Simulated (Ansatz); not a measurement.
**Energy profile**

The step: BH₂F ([BH2][F]) + H₂O + HF → BH₃O ([BH2][OH]) + HF + HF; bonds formed: F2–H7, H5–F8; dative contacts that become bonds: B1–O6; bonds broken: B1–F2, H5–O6, H7–F8 (atoms numbered as in the saddle structure below).

```tsv
atom	x (Å)	y (Å)	z (Å)
B1	-0.7590	-0.2330	-0.5510
F2	0.4972	0.7902	-1.0489
H3	-0.5048	-1.2275	-1.1611
H4	-1.7346	0.4136	-0.7933
H5	0.8215	-0.2425	0.9726
O6	-0.4609	-0.3759	0.8767
H7	1.2573	0.5496	-0.3912
F8	1.8110	0.0557	0.6828
H9	-0.9280	0.2699	1.4133
```

Electronic energies by CCSD(T) at an estimated basis limit (MP2 extrapolated from triple and quadruple zeta, plus CCSD(T) − MP2 in triple zeta), on PBE0-D4/def2-TZVP structures; BH5OF2, singlet; no counterpoise correction. Computed with Ansatz 0.2.0 (basis: def2-TZVPP and def2-QZVPP); correlated methods freeze the cores. Extrapolation: Hartree–Fock as exp(−7.88 √X), correlation as X^−2.97.

Q: Give the profile in kcal/mol, counted from the separated reactants. (Judge from chemistry; the value comes from the calculation.)

A: The calculation gives:
```json
{"point": "separated: BH2F (linked as [BH2][F]; B1, F2, H3, H4; singlet) + H2O (H5, O6, H9; singlet) + HF (H7, F8; singlet)", "kcal/mol": "0.00"}
{"point": "start structure", "kcal/mol": "-21.46"}
{"point": "saddle", "kcal/mol": "-7.20"}
{"point": "end structure", "kcal/mol": "-14.39"}
{"point": "separated: BH3O (linked as [BH2][OH]; B1, H3, H4, O6, H9; singlet) + HF (F2, H7; singlet) + HF (H5, F8; singlet)", "kcal/mol": "-0.02"}
```
The saddle lies below the separated reactants: the barrier is submerged.

T1 diagnostic: at most 0.014.

For scale, one of the runs: CCSD(T)/def2-TZVPP, 194 basis functions (an equivalent command: `ansatz run in.yaml --threads 4`). Hardware: 4 CPU threads, shared host. Wall time 33 s; peak host memory 2.5 GiB.
